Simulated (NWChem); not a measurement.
System: C₃H₃BF₂; SMILES CC#CB(F)F

Here is an NWChem input.

```
start job
memory heap 200 mb stack 900 mb global 1100 mb
geometry units angstroms noautoz
  C     -2.950490    -0.152294    -0.503675
  C     -1.524099    -0.077789    -0.258750
  C     -0.324285    -0.017253    -0.056314
  B      1.170901     0.060674     0.199850
  F      1.821834     1.207185     0.142908
  F      1.878487    -1.014621     0.490473
  H     -3.445185    -0.790800     0.244557
  H     -3.145970    -0.586533    -1.496737
  H     -3.414791     0.845214    -0.469712
end
basis spherical
  * library def2-tzvp
end
dft
  xc b3lyp
  iterations 150
  semidirect filesize 400000000
  mulliken
end
task dft energy
```

All runs use the structure optimised with PBE0/def2-SVP. B3LYP is NWChem's, with the RPA form of VWN correlation.

**Question.** Give the results of this calculation. (B3LYP/def2-TZVP.) Quantities: energy (Ha); highest occupied level (eV); orbital gap (eV); dipole (D).

**Answer.** 
| Item | Result |
|---|---|
| energy (Ha) | -340.89 |
| highest occupied level (eV) | -7.93 |
| orbital gap (eV) | 6.59 |
| dipole (D) | 3.22 |
